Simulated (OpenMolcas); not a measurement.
C2H6AlF: a line through the functionals

C2H6AlF: 10 atoms, total charge 0, spin state singlet. SMILES: `[CH3][Al]([CH3])[F]`. Geometry: relaxed at PBE0-D4/def2-TZVP.

The vertical ionisation energy (to the doublet cation) y, in eV, basis def2-SVP; a is the functional's share of exact exchange. Programs: OpenMolcas 26.06.

| functional | program | a | y (eV) |
| --- | --- | --- | --- |
| BLYP | OpenMolcas | 0 | 9.56 |
| PBE | OpenMolcas | 0 | 9.72 |
| B3LYP | OpenMolcas | 0.2 | ? |
| PBE0 | OpenMolcas | 0.25 | 10.06 |
| BHLYP | OpenMolcas | 0.5 | 10.20 |

Task: Fit y = c + s·a to the known rows and predict B3LYP.

Result: 
1. Means of the 4 rows: a = 0.1875, y = 9.885.
2. Σ(Δa)² = 0.17188, Σ(Δa·Δy) = 0.20125, so the slope is 0.20125/0.17188 = 1.1709.
3. Intercept: 9.885 − (1.1709) × 0.1875 = 9.665. The largest residual of the fit is 0.10.
4. B3LYP: 9.665 + (1.1709) × 0.2 = 9.90 eV.

The run gave 10.02 eV, so the prediction is off by -0.12 eV, about the largest residual. The rows mix families of semi-local functionals, which the line can't see.
